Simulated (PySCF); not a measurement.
Si(F)(OH)(OMe)(NH2) (CH6FNO2Si), SMILES N[Si](O)(OC)F. Coordinates come from a PBE-D3(BJ)/def2-SVP optimisation. This is a generated structure with no PubChem entry under its InChIKey; it may be hypothetical. The values are those of a single conformer.

Computed equilibrium geometry at PBE-D3(BJ)/def2-SVP (PySCF confirms it by a frequency run) as a Z-matrix (one conformer of several):
```
Si
F 1 1.6360
O 1 1.6585 2 111.28
H 3 0.9739 1 113.28 2 88.92
O 1 1.6629 2 108.87 3 115.58
C 5 1.4181 1 122.25 2 65.14
H 6 1.1095 5 108.80 1 159.97
H 6 1.1131 7 108.17 5 -121.21
H 6 1.1133 7 108.48 8 -117.17
N 1 1.7132 2 104.69 5 121.74
H 10 1.0212 1 120.15 2 162.59
H 10 1.0213 11 111.56 1 145.94
```
Charge 0, spin multiplicity 1.
